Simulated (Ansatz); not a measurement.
Molecule: methoxymethyl(silyl)silane, C₂H₁₀OSi₂, charge 0, multiplicity 1. SMILES: C([SiH2][SiH3])OC
Geometry from a B3LYP-D3(BJ)/def2-TZVP (Ansatz, a program for electronic structure) optimisation:
```xyz
15

C     -2.8552    -0.5283     0.1947
O     -1.5280    -0.2602    -0.2076
C     -0.9465     0.8367     0.4815
Si     0.8227     1.0522    -0.1695
Si     1.9148    -1.0201    -0.1185
H     -2.9038    -0.7720     1.2635
H     -3.5093     0.3312     0.0019
H     -3.2047    -1.3820    -0.3842
H     -1.5372     1.7516     0.3285
H     -0.9260     0.6484     1.5653
H      1.5174     2.0355     0.7019
H      0.7945     1.5964    -1.5497
H      1.7391    -1.6422     1.2180
H      3.3692    -0.8486    -0.3627
H      1.3703    -1.9357    -1.1476
```
Charge 0, spin multiplicity 1.

Wanted: atomisation energy, in kcal/mol. Terms: open shells spin-unrestricted; no spin-orbit coupling; non-relativistic; no dispersion term unless named; valence correlation only; atomisation electronic, to ground-state atoms; six Cartesian d functions in 6-31G* and its kin unless marked 5d. Basis-set limits of correlation are two-point, X^-3; Hartree-Fock from the larger set. First-principles rows: single points at B3LYP-D3(BJ) geometries (Ansatz).

```tsv
species	coefficient	E at B3LYP/6-31G* (Ansatz), Eh	E at PBE/def2-TZVPD (Ansatz), Eh
COC[SiH2][SiH3]	-1	-736.41374	-735.98143
C atom	+2	-37.84628	-37.79605
H atom	+10	-0.50027	-0.49962
O atom	+1	-75.06062	-75.01069
Si atom	+2	-289.37173	-289.22297
```

Coupled cluster (Ansatz) is a level with limits of its own, used here on species with T1 under 0.025 (0.045 for open shells) and stable references: CCSD(T)/CBS(cc-pV(T+d)Z,cc-pV(Q+d)Z). Value to compare with, CCSD(T)/CBS(cc-pV(T+d)Z,cc-pV(Q+d)Z) (Ansatz): 1216.7 kcal/mol. 1 Eh = 627.5095 kcal/mol.

Task: Work the quantity out at each level, and compare with CCSD(T)/CBS(cc-pV(T+d)Z,cc-pV(Q+d)Z) (Ansatz).

Result: 
- B3LYP/6-31G*: the sum of coefficient times E is 1.91440 Eh, or 1201.30 kcal/mol. Result: 1201.3 kcal/mol. Its difference against CCSD(T)/CBS(cc-pV(T+d)Z,cc-pV(Q+d)Z) (Ansatz) is -15.4 kcal/mol.
- PBE/def2-TZVPD: the sum of coefficient times E is 1.93650 Eh, or 1215.17 kcal/mol. Result: 1215.2 kcal/mol. Its difference against CCSD(T)/CBS(cc-pV(T+d)Z,cc-pV(Q+d)Z) (Ansatz) is -1.5 kcal/mol.
